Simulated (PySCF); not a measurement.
# B3H13N3O(+)

The system: B3H13N3O(+), a small molecule (built as: end group OH2+); charge +1, singlet. The structure, one conformer, was relaxed in the gas phase by PBE0-D3(BJ)/def2-SVP. No frequency run checks that it is a minimum.

SMILES: [OH2+][BH-]1[NH2+][BH2-][NH2+][BH2-][NH2+]1

```tsv
atom	x (Å)	y (Å)	z (Å)
N1	-0.669	1.274	0.443
B2	0.236	1.191	-0.874
N3	0.013	-0.220	-1.516
B4	0.240	-1.471	-0.577
N5	-0.593	-1.213	0.770
B6	-0.358	0.152	1.474
O7	1.161	0.360	1.670
H8	-1.664	1.281	0.201
H9	-0.521	2.192	0.873
H10	1.426	1.267	-0.532
H11	-0.035	2.102	-1.624
H12	-0.886	-0.270	-2.002
H13	0.697	-0.309	-2.273
H14	1.423	-1.513	-0.276
H15	-0.157	-2.490	-1.099
H16	-0.373	-1.985	1.406
H17	-1.597	-1.338	0.607
H18	-0.907	0.257	2.543
H19	1.682	-0.294	2.158
H20	1.567	0.572	0.777
```

Shieldings: GIAO PBE0/pcSseg-1. Shifts are against computed references at the same level: H TMS (σ 31.27 ppm). Core levels by delta-SCF with SCAN, pcX-2 on the ionised atom and pcseg-1 elsewhere, spin-free X2C; from the vacuum level, for chosen atoms.

Task: Give the NMR and core-level values of the distinct atoms.

Result: 
```
atoms        bonded to  σ (ppm)  δ (ppm)  core level (eV)
   N1        2 B + 2 H    220.9        -        1s 411.49
   B2        2 N + 2 H    119.1        -        1s 199.84
   N3        2 B + 2 H    224.9        -                -
   B4        2 N + 2 H    117.5        -                -
   N5        2 B + 2 H    215.2        -        1s 411.28
   B6  2 N + 1 O + 1 H    107.2        -        1s 202.03
   O7        1 B + 2 H    274.6        -        1s 546.33
   H8              1 N    29.29     1.98                -
   H9              1 N    28.73     2.53                -
  H10              1 B    28.49     2.78                -
  H11              1 B    28.11     3.16                -
  H12              1 N    29.15     2.12                -
  H13              1 N    28.96     2.31                -
  H14              1 B    28.62     2.65                -
  H15              1 B    28.28     2.99                -
  H16              1 N    29.03     2.24                -
  H17              1 N    29.26     2.01                -
  H18              1 B    27.64     3.63                -
  H19              1 O    26.88     4.39                -
  H20              1 O    21.03    10.23                -
```

Values are those of this one static structure; atoms that internal rotation interchanges would show their mean in an NMR spectrum.

Task: By CAM-B3LYP/def2-SVPD (TDDFT singlets, Tamm-Dancoff triplets, ionisation by delta-SCF), where does absorption start, and what does vertical ionisation take?

Result: The lowest singlet lies at 7.45 eV (f 0.016), the strongest of the first 6 at 8.60 eV (f 0.057), the lowest triplet at 7.32 eV; vertical ionisation takes 14.84 eV.
